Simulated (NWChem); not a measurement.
System: C2H7AlO2; SMILES CC[O][AlH][OH]

```xyz
12

Al    -0.4532     1.0508    -0.0370
H     -2.0202     0.9553    -0.1351
O      0.2184     2.6079     0.0477
H      1.1554     2.7998     0.1111
O      0.5888    -0.2798    -0.0110
C      0.7111    -1.6628    -0.0330
C     -0.6149    -2.3939     0.0547
H      1.2380    -1.9671    -0.9578
H      1.3614    -1.9799     0.8044
H     -1.2674    -2.1359    -0.7948
H     -0.4628    -3.4845     0.0467
H     -1.1482    -2.1322     0.9828
```
Atoms are numbered in this order, from 1.

Results from NWChem. Pople sets run with spherical d functions. Structure relaxed at the PBE0/def2-SVP level. Not confirmed as a minimum by frequencies. Level B3LYP/6-31G*: energy and gradient on several grids; changes count from the extra-fine grid, which is no exact limit either.

```json
[
 {"grid": "xcoarse", "size of the energy change (μHa)": "4000", "largest change of a gradient component (μHa/bohr)": "5000", "time, medium = 1 (rough)": "about 1"},
 {"grid": "coarse", "size of the energy change (μHa)": "50", "largest change of a gradient component (μHa/bohr)": "200", "time, medium = 1 (rough)": "about 1"},
 {"grid": "medium", "size of the energy change (μHa)": "< 10", "largest change of a gradient component (μHa/bohr)": "60", "time, medium = 1 (rough)": "about 1"},
 {"grid": "fine", "size of the energy change (μHa)": "< 10", "largest change of a gradient component (μHa/bohr)": "< 30", "time, medium = 1 (rough)": "about 1"},
 {"grid": "xfine", "size of the energy change (μHa)": "< 10", "largest change of a gradient component (μHa/bohr)": "< 30", "time, medium = 1 (rough)": "2"}
]
```
